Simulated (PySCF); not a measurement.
## UHF on Zn⁺ (zinc, charge +1)

Configuration: [Ar] 3d9 4s2, 2D determinant (an excited configuration). All numbers are calculated (PySCF 2.14, scalar relativity by spin-free X2C-1e, in aug-cc-pwCVTZ-DK (10s9p7d4f3g, 127 functions)).

```
Total energy                                                  : -1793.734410 hartree
One-electron energy                                           : -2486.1117 hartree
Hartree (Coulomb) energy                                      : 762.4505 hartree
Exchange energy                                               : -70.0732 hartree
⟨S²⟩                                                          : 0.7513
⟨L²⟩                                                          : 6.013
Sum of ⟨r⟩                                                    : 19.51 bohr
Sum of ⟨r²⟩                                                   : 25.74 bohr²
Traceless quadrupole moment −½Σ⟨3z² − r²⟩ along its main axis : -0.143 e·bohr²
Langevin diamagnetic susceptibility                           : -20.4 ×10⁻⁶ cm³/mol
```

| shell | electrons | mean orbital energy (hartree) | spread (hartree) | rms radius, mean of both spins (bohr) |
| --- | --- | --- | --- | --- |
| 1s α | 1 | -358.20178 | 0 | 0.0580 |
| 1s β | 1 | -358.20144 | 0 | 0.0580 |
| 2s α | 1 | -46.03896 | 0 | 0.244 |
| 2s β | 1 | -45.99284 | 0 | 0.244 |
| 2p α | 3 | -39.84098 | 0.04852 | 0.219 |
| 2p β | 3 | -39.79616 | 0.00287 | 0.219 |
| 3s α | 1 | -6.50646 | 0 | 0.726 |
| 3s β | 1 | -6.39220 | 0 | 0.726 |
| 3p α | 3 | -4.57619 | 0.09463 | 0.768 |
| 3p β | 3 | -4.44017 | 0.06661 | 0.768 |
| 3d α | 5 | -1.44049 | 0.11455 | 0.932 |
| 3d β | 4 | -1.37477 | 0.08838 | 0.932 |
| 4s α | 1 | -0.68536 | 0 | 2.54 |
| 4s β | 1 | -0.67611 | 0 | 2.54 |

Densities and radii are taken from the X2C orbitals without a picture-change correction, which distorts them close to the nucleus.

Spin-orbit constants ζ (cm⁻¹) from the X2C one-electron operator on these orbitals: bare nucleus, nucleus screened by l(l+1)(2l+1)/3 electrons, and screened by the Breit-Pauli mean field of the electrons.

| shell | bare | screened nucleus | mean field |
| --- | --- | --- | --- |
| 2p | 133700 | 124800 | n/a |
| 3p | 17230 | 16080 | n/a |
| 3d | 1807 | 1205 | n/a |

To first order the Landé constant is A = -1205 cm⁻¹, so the lowest level has J = 5/2 and lies 0.149 eV below the centre of the term.
